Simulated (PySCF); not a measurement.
A geometry optimisation on `[Cl][Sn]([Cl])([Cl])[Cl]`.

Computed with PBE0-D3(BJ)/def2-SVP geometry optimisation, gas phase, def2 core potentials past Kr (PySCF 2.14.0). Start geometry: GFN2-xTB. The input is one job of a driver script: a line of settings, then coordinates in Å.

Input:
```
{"job": {"xc": "PBE0", "basis": "def2-SVP", "d3": "d3bj", "grid": 1, "maxiter": 30, "shake": 0.01, "kind": "geom"}, "charge": 0, "multiplicity": 1}
Cl     0.384070    -1.771420    -1.483680
Sn    -0.004480    -0.006150    -0.008450
Cl    -0.715640     1.877290    -1.173550
Cl     2.001250     0.481570     1.114360
Cl    -1.631630    -0.615270     1.513440
```

Problem. Estimate the output.

Solution. 
```
step   0  E = -2054.10211915  max force = 0.009479
step   1  E = -2054.10100712  max force = 0.007989
step   2  E = -2054.10231095  max force = 0.006208
step   3  E = -2054.10259684  max force = 0.001804
step   4  E = -2054.10264733  max force = 0.000406
step   5  E = -2054.10264895  max force = 0.000387
optimisation converged
```

Energies in Eh; «max force» is the largest Cartesian gradient component in Eh/bohr.

Problem. Give the first gradient maximum in eV/Å.

Solution. With 1 Eh/bohr = 51.422 eV/Å, 0.487 eV/Å.

Main results: final energy -2054.10265 Eh after 5 steps; dipole 0.07 D.

Problem. Give the final coordinates.

Solution. 0.045 Å rms from the input after alignment:
```
atom  x, y, z in Å
Cl1    1.3509   -1.5382   -1.1268
Sn2    0.0144   -0.0126   -0.0085
Cl3   -0.6805    1.5889   -1.5238
Cl4    1.1737    1.0005    1.7175
Cl5   -1.8257   -1.0709    0.9080
```

Problem. Estimate the wall time. Hardware: one thread of an Arm Neoverse V2, no GPU, shared host with 32 logical CPUs at a one-minute load of 35. And the peak memory of the process?

Solution. About 26 s, with 0.43 GiB resident at the peak, the Python interpreter and its libraries included.
Labels such as C1 count atoms from 1, the log's own numbers from 0.
